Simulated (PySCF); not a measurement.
Compound: VO2 (doublet state).
SMILES: `[O]=[V]=[O]`

Method: PBE0-D3(BJ)/def2-SVP geometry optimisation, gas phase in PySCF 2.14.0.

Masses are those of the commonest isotopes; rigid-rotor values at the optimised geometry. 

Question: Give the principal moments of inertia and the rotational constants in GHz.

Answer: Ia = 14.84, Ib = 56.20, Ic = 71.04 u·Å²; 505379 MHz·u·Å²/I gives 34045, 8992 and 7114 MHz, that is A = 34.045, B = 8.9924, C = 7.1135 GHz.

Question: Classify the top.

Answer: An asymmetric top; Ray's κ = -0.860.

Question: Give the coordinates in the principal-axis frame, origin at the centre of mass.

Answer: The sense of each axis is arbitrary; atoms in the order of the calculation.
| atom | mass (u) | a (Å) | b (Å) | c (Å) |
| --- | --- | --- | --- | --- |
| V1 | 50.944 | 0.000 | 0.335 | 0.000 |
| O2 | 15.995 | 1.326 | -0.534 | 0.000 |
| O3 | 15.995 | -1.325 | -0.534 | 0.000 |

The dipole components are |μa| = 0.00 D, |μb| = 5.91 D, |μc| = 0.00 D. The nuclei that the symmetry axis exchanges have no spin, so part of the rotational levels is missing.

Question: Estimate the classical rotational partition function at 50 K, 100 K and 200 K.

Answer: Point group C2v, symmetry number σ = 2; q = (√π/σ)·√((kT/h)³/(ABC)), k/h = 20836.6 MHz/K: 639 at 50 K, 1810 at 100 K, 5110 at 200 K.

For this open shell read J as N, the rotation without spin; fine and hyperfine splittings come on top. No PBE0-D3(BJ)/def2-SVP frequencies stand behind this structure, so it isn't proved a minimum. ⟨S²⟩ = 0.769 (exact for a doublet: 0.75). No vibrational averaging or centrifugal distortion is included, and the geometry carries the error of its method.
